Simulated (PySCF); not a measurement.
CH6ClFSi2, SMILES F[Si@H](Cl)C[SiH3].

Geometry optimised at PBE0-D3(BJ)/def2-SVP. The structure was generated by enumeration; whether it is a known compound was not checked. The values are those of a single conformer.

Two levels are set side by side: PBE/def2-TZVP (PySCF) and ωB97X/def2-TZVP (PySCF). Same geometry, gas phase. Differences are taken from unrounded values.

```tsv
quantity	ωB97X
orbital gap (eV)	13.69
highest occupied level (eV)	-11.33
lowest empty level (eV)	2.37
dipole moment (D)	2.30
mean polarisability (bohr³)	71.9
```

Task: What does PBE give, and how far is it from ωB97X? (Estimate from the structure and the level; the computed values follow.)

Result: 
```json
[
 {"quantity": "orbital gap (eV)", "PBE": "7.13", "PBE minus ωB97X": "-6.56"},
 {"quantity": "highest occupied level (eV)", "PBE": "-7.60", "PBE minus ωB97X": "3.73"},
 {"quantity": "lowest empty level (eV)", "PBE": "-0.47", "PBE minus ωB97X": "-2.84"},
 {"quantity": "dipole moment (D)", "PBE": "2.15", "PBE minus ωB97X": "-0.14"},
 {"quantity": "mean polarisability (bohr³)", "PBE": "75.8", "PBE minus ωB97X": "3.9"}
]
```

Without exact exchange PBE keeps part of each electron's self-repulsion, which lifts occupied levels and narrows the gap. PBE's more diffuse valence density responds more strongly to a field. Differences between two approximate levels are no errors against the true value.

Rough cost on one machine, each run with all the roots and properties that it gave: ωB97X against PBE within a factor of 2.
